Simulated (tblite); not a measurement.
Species: C₇H₁₀F (doublet state).
Z-matrix (Å and degrees, GFN2-xTB geometry), rows numbered from 1:
```
C 
C   1  1.4428
C   2  1.5373  1  119.12
C   3  1.5431  2  100.15  1   179.88
C   4  1.5271  3   97.96  2    -0.03
F   5  1.3678  4  116.19  3  -179.99
C   5  1.5268  4  103.37  3    45.58
C   5  1.5269  4  103.23  3   -45.67
H   1  1.0728  2  120.29  3   178.94
H   1  1.0723  2  121.04  3    -1.30
H   3  1.0890  2  111.53  1   -60.87
H   3  1.0890  2  111.47  1    60.65
H   4  1.0888  3  113.23  2   117.89
H   4  1.0889  3  113.22  2  -117.81
H   7  1.0869  2  116.85  1    83.11
H   7  1.0854  2  113.16  1   -47.58
H   8  1.0870  2  116.78  1   -83.10
H   8  1.0854  2  113.11  1    47.57
```

All values are computed: GFN2-xTB (tblite) harmonic vibrations without scaling, gas phase. Against measured fundamentals such values can be off by several per cent, at times by over 20. One conformer, not necessarily the lowest. Open shells enter through the occupations alone, without spin polarisation, and single modes of such species can be off by tens of per cent.

Harmonic wavenumbers (cm⁻¹): 83.4, 241.3, 254.8, 265.1, 377.5, 427.3, 451.3, 511.2, 520.1, 561.0, 602.3, 765.7, 827.5, 855.0, 876.8, 908.3, 939.5, 967.6, 974.3, 1007.9, 1024.7, 1039.4, 1105.1, 1108.9, 1158.4, 1170.8, 1187.3, 1201.5, 1202.3, 1222.1, 1254.6, 1297.2, 1333.0, 1401.3, 1463.8, 1480.7, 1481.8, 1507.7, 2994.9, 3009.0, 3010.6, 3016.5, 3017.5, 3019.8, 3042.3, 3047.8, 3133.9, 3175.5.

A = 3901, B = 1862, C = 1588 MHz; mass 113.077 u (most abundant isotopes); point group Cs, symmetry number 1; spin multiplicity 2.

What is the zero-point energy?

Half the sum of the wavenumbers: 32763 cm⁻¹ = 93.67 kcal/mol.

What is S at 200 K and 1 bar for an ideal gas of classical rigid rotors and harmonic oscillators?

Translation 38.13, rotation 26.53, vibration 8.50, spin (R ln 2) 1.38: S = 74.5 cal/(mol K).

And Cp and H(200 K) − H(0)?

Cp = 21.56 cal/(mol K), of which vibrations give 13.61 (their classical limit is 48 R = 95.4); H(200 K) − H(0) = 2.66 kcal/mol without the zero-point energy, 1.07 from vibrations.

How do the functions run with temperature in this model?

```json
{"T (K)": "100", "S (cal/(mol K))": "63.1", "Cp (cal/(mol K))": "12.6", "H − H(0) (kcal/mol)": "0.97", "G − H(0) (kcal/mol)": "-5.35", "ln q(vib)": "0.45"}
{"T (K)": "300", "S (cal/(mol K))": "85.3", "Cp (cal/(mol K))": "32.2", "H − H(0) (kcal/mol)": "5.34", "G − H(0) (kcal/mol)": "-20.24", "ln q(vib)": "3.09"}
{"T (K)": "500", "S (cal/(mol K))": "106.5", "Cp (cal/(mol K))": "51.6", "H − H(0) (kcal/mol)": "13.82", "G − H(0) (kcal/mol)": "-39.42", "ln q(vib)": "6.78"}
{"T (K)": "800", "S (cal/(mol K))": "135.0", "Cp (cal/(mol K))": "69.5", "H − H(0) (kcal/mol)": "32.25", "G − H(0) (kcal/mol)": "-75.77", "ln q(vib)": "12.89"}
{"T (K)": "1000", "S (cal/(mol K))": "151.4", "Cp (cal/(mol K))": "77.0", "H − H(0) (kcal/mol)": "46.93", "G − H(0) (kcal/mol)": "-104.45", "ln q(vib)": "16.89"}
```

q(vib) and H(0) count from the zero-point level.

What must be added to the electronic energy to get the Gibbs energy at 200 K and 1 bar?

ZPE + [H(200 K) − H(0)] − T·S = 93.67 + 2.66 − 14.91 = 81.42 kcal/mol.

Blend soft modes into free rotors: weight 1/[1 + (100 cm⁻¹/ν̃)⁴] for the oscillator and the rest for a rotor with moment μB/(μ + B), μ = h/(8π²ν), B = 10⁻⁴⁴ kg m². What vibrational entropy results?

8.28 cal/(mol K) in place of 8.50, which changes −T·S at 200 K by +0.04 kcal/mol.

Hindered rotation and anharmonicity are outside this model. Other conformers, if any are populated, would add a mixing term that is left out.
